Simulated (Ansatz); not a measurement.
Frontier orbitals of C$_{5}$H$_{12}$N$_{2}$Zn, SMILES `CC1=[N+](C)[Zn-]([CH3])[N]1C`.

Cartesian coordinates in Å:
```
C 1.151 -1.378 1.420
C 0.407 -0.467 0.497
N -0.451 -0.918 -0.405
C -0.730 -2.314 -0.567
Zn -0.834 0.979 -1.032
C -1.821 2.146 -2.244
N 0.525 0.849 0.486
C 1.390 1.572 1.373
H 1.738 -2.096 0.842
H 0.446 -1.955 2.023
H 1.818 -0.834 2.086
H -1.467 -2.442 -1.360
H 0.156 -2.899 -0.853
H -1.147 -2.776 0.339
H -1.198 2.976 -2.587
H -2.176 1.602 -3.122
H -2.693 2.573 -1.741
H 1.301 2.639 1.162
H 1.135 1.433 2.432
H 2.450 1.309 1.249
```

Charge 0, multiplicity 1. For Zn the d shell is correlated and the shells below it are frozen. Scalar relativity is left out up to krypton. All single points use the PBE0-D4/def2-TZVP geometry. Basis def2-TZVPP, Ansatz.

```csv
functional,HOMO (eV),LUMO (eV),gap (eV)
LDA (SPW92),-4.69,-1.05,3.64
PBE,-4.54,-0.83,3.71
revPBE,-4.48,-0.73,3.75
PBE0,-5.69,0.05,5.74
r2SCANh,-5.17,-0.26,4.91
r2SCAN0,-5.84,0.20,6.04
ωB97X-V,-7.98,1.91,9.89
ωB97M-V,-7.91,1.57,9.48
```

From PBE to PBE0 the HOMO moves by −1.15 eV and the LUMO by +0.88 eV, and with ωB97M-V by −3.37 and +2.40 eV, so the gap grows from 3.71 to 9.48 eV with exact exchange. A positive LUMO is unbound and depends on the basis.
